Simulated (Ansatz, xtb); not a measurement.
Stretching the O2–H3 bond in HLiO (SMILES [Li][OH]) (multiplicity 1 held, fragments rigid). Energies count from the point at 0.951 Å.
Geometry at that point (charge 0, multiplicity 1):
```xyz
3

Li     0.00000     0.00000    -1.25873
O      0.00000     0.00000     0.31387
H      0.00000     0.00000     1.26522
```

Unrestricted levels (U-) break spin symmetry where that is lower. Levels need not reach the same state.

Cores are frozen in the correlated methods.

Programs: Ansatz (a quantum-chemistry and plane-wave program); xtb for the GFN methods. Values without a source in brackets are computed. The GFN methods have no spin term and hold the electronic entropy of 300 K.

### Question
One of these levels gives 114.72 kcal/mol for the energy at R = 3.044 Å. Name it.
A. GFN2-xTB
B. U-HF/6-31G
C. U-SCS-MP2/6-31G

### Answer
C, U-SCS-MP2/6-31G. The others give 148.38 (GFN2-xTB), 87.76 (U-HF/6-31G)

Doubts at one or more of the structures used: a spin-contaminated determinant (U-HF/6-31G, U-SCS-MP2/6-31G).
